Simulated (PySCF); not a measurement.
H5Cl2NSi2, singlet, geometry from GFN2-xTB; PBE/6-31G (PySCF).

Here is a job for PySCF.
```python
from pyscf import gto, scf, dft, solvent

mol = gto.Mole()
mol.atom = '''
    Si    1.08039277   -0.27720380    0.51753567
    Cl    2.95382678    0.19800853   -0.04138264
    N     0.05620408    0.44862047   -0.67853899
    Si   -1.66668244    0.45591449   -0.84147265
    Cl   -2.38186842   -0.59770898    0.70074371
    H     0.82016171    0.30277254    1.83017326
    H     0.93764944   -1.72851661    0.49690486
    H     0.53785152    0.95373601   -1.40566045
    H    -2.16086658    1.82724223   -0.75666683
    H    -2.04346141   -0.20261952   -2.08899833
'''
mol.basis = '6-31g'
mol.verbose = 4
mol.build()

mf = dft.RKS(mol)
mf.xc = 'pbe'
mf.kernel()
```

Output, abridged:

```
PySCF version 2.14.0

[INPUT] verbose = 4
[INPUT] num. atoms = 10
[INPUT] num. electrons = 74
[INPUT] charge = 0
[INPUT] spin (= nelec alpha-beta = 2S) = 0
[INPUT] symmetry False subgroup None
[INPUT] Mole.unit = angstrom
[INPUT] Symbol           X                Y                Z      unit          X                Y                Z       unit  Magmom
[INPUT]  1 Si     1.080392770000  -0.277203800000   0.517535670000 AA    2.041646442260  -0.523839262689   0.978000675993 Bohr   0.0
[INPUT]  2 Cl     2.953826780000   0.198008530000  -0.041382640000 AA    5.581923633606   0.374181892028  -0.078201855911 Bohr   0.0
[INPUT]  3 N      0.056204080000   0.448620470000  -0.678538990000 AA    0.106210318283   0.847769822174  -1.282252855939 Bohr   0.0
[INPUT]  4 Si    -1.666682440000   0.455914490000  -0.841472650000 AA   -3.149573348222   0.861553522321  -1.590152849812 Bohr   0.0
[INPUT]  5 Cl    -2.381868420000  -0.597708980000   0.700743710000 AA   -4.501078978551  -1.129506274393   1.324213695412 Bohr   0.0
[INPUT]  6 H      0.820161710000   0.302772540000   1.830173260000 AA    1.549881009755   0.572157178639   3.458526221902 Bohr   0.0
[INPUT]  7 H      0.937649440000  -1.728516610000   0.496904860000 AA    1.771900642452  -3.266422994662   0.939014095365 Bohr   0.0
[INPUT]  8 H      0.537851520000   0.953736010000  -1.405660450000 AA    1.016392068481   1.802299854035  -2.656313274633 Bohr   0.0
[INPUT]  9 H     -2.160866580000   1.827242230000  -0.756666830000 AA   -4.083446027926   3.452987377940  -1.429893076243 Bohr   0.0
[INPUT] 10 H     -2.043461410000  -0.202619520000  -2.088998330000 AA   -3.861582411018  -0.382895400291  -3.947634718374 Bohr   0.0

nuclear repulsion = 423.441545694457
number of shells = 43
number of NR pGTOs = 226
number of NR cGTOs = 71
basis = 6-31g
ecp = {}

******** <class 'pyscf.dft.rks.RKS'> ********
method = RKS
initial guess = minao
damping factor = 0
level_shift factor = 0
DIIS = <class 'pyscf.scf.diis.CDIIS'>
diis_start_cycle = 1
diis_space = 8
diis_damp = 0
SCF conv_tol = 1e-09
SCF conv_tol_grad = None
SCF max_cycles = 50
direct_scf = True
direct_scf_tol = 1e-13
XC library pyscf.dft.libxc version 7.1.2
    S. Lehtola, C. Steigemann, M. J. T. Oliveira, and M. A. L. Marques,  SoftwareX 7, 1–5 (2018)
XC functionals = pbe
    J. P. Perdew, K. Burke, and M. Ernzerhof,  Phys. Rev. Lett. 77, 3865 (1996)
    J. P. Perdew, K. Burke, and M. Ernzerhof,  Phys. Rev. Lett. 78, 1396 (1997)
    J. P. Perdew, K. Burke, and M. Ernzerhof,  Phys. Rev. Lett. 77, 3865 (1996)
    J. P. Perdew, K. Burke, and M. Ernzerhof,  Phys. Rev. Lett. 78, 1396 (1997)
radial grids:
    Treutler-Ahlrichs [JCP 102, 346 (1995); DOI:10.1063/1.469408] (M4) radial grids

becke partition: Becke, JCP 88, 2547 (1988); DOI:10.1063/1.454033
pruning grids: <function nwchem_prune>
grids dens level: 3
symmetrized grids: False
atomic radii adjust function: <function treutler_atomic_radii_adjust>
small_rho_cutoff = 0
Set gradient conv threshold to 3.16228e-05
Initial guess from minao.
tot grids = 139064
init E= -1556.80739133184
  HOMO = -0.288341608536263  LUMO = -0.036062523972628  gap/eV = 6.86486
cycle= 1 E= -1556.1922054804  delta_E= 0.615  |g|= 0.61  |ddm|= 3.08
  HOMO = -0.140941953930912  LUMO = -0.0305658841518193  gap/eV = 3.00349
cycle= 2 E= -1556.00304394622  delta_E= 0.189  |g|= 1.07  |ddm|= 1.99
  HOMO = -0.24369733449138  LUMO = -0.0363709111537145  gap/eV = 5.64164
cycle= 3 E= -1556.28427240181  delta_E= -0.281  |g|= 0.147  |ddm|= 1.37
  HOMO = -0.224633926543  LUMO = -0.0314933035942468  gap/eV = 5.25562
cycle= 4 E= -1556.29048758201  delta_E= -0.00622  |g|= 0.032  |ddm|= 0.259
  HOMO = -0.226478655471915  LUMO = -0.0318918132780626  gap/eV = 5.29498
cycle= 5 E= -1556.29080963665  delta_E= -0.000322  |g|= 0.00713  |ddm|= 0.0627
  HOMO = -0.226771052130307  LUMO = -0.0323518157815552  gap/eV = 5.29042
cycle= 6 E= -1556.29082950393  delta_E= -1.99e-05  |g|= 0.00113  |ddm|= 0.0147
  HOMO = -0.226695934700445  LUMO = -0.0322306957744587  gap/eV = 5.29167
cycle= 7 E= -1556.29082999503  delta_E= -4.91e-07  |g|= 0.000155  |ddm|= 0.0023
  HOMO = -0.226696911641691  LUMO = -0.0322211530626315  gap/eV = 5.29195
cycle= 8 E= -1556.29083000036  delta_E= -5.33e-09  |g|= 7.74e-05  |ddm|= 0.000327
  HOMO = -0.226700210927236  LUMO = -0.0322235179787533  gap/eV = 5.29198
cycle= 9 E= -1556.2908300023  delta_E= -1.94e-09  |g|= 1.1e-05  |ddm|= 0.00014
  HOMO = -0.22670153078781  LUMO = -0.0322244184311533  gap/eV = 5.29199
cycle= 10 E= -1556.29083000234  delta_E= -3.82e-11  |g|= 1.74e-06  |ddm|= 2.46e-05
  HOMO = -0.226701672971247  LUMO = -0.032224135261945  gap/eV = 5.29200
Extra cycle  E= -1556.29083000235  delta_E= -1.27e-11  |g|= 2.05e-06  |ddm|= 7.76e-06
converged SCF energy = -1556.29083000235
```
